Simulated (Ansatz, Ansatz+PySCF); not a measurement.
```xyz
3

N     0.1246    0.4439    0.3460
H     0.1407    1.2607   -0.2923
O    -0.1076   -0.5215   -0.2628
```

Basis set: def2-SVP (spherical functions). Frozen core: 2 orbitals. Charge 0, multiplicity 3.

Computed with Ansatz (development build ahead of 0.2.0); each method stands on the lowest determinant of its kind that the runs found.

The atomization energy at this shape (free ground-state atoms in the same class of orbitals less the molecule, no zero-point energy) of triplet HNO:

| method | atomization energy |
| --- | --- |
| UHF-MP2 | 685.6 kJ/mol |

What does UHF give?

329.4 kJ/mol. Caution: another spin multiplicity may lie lower.
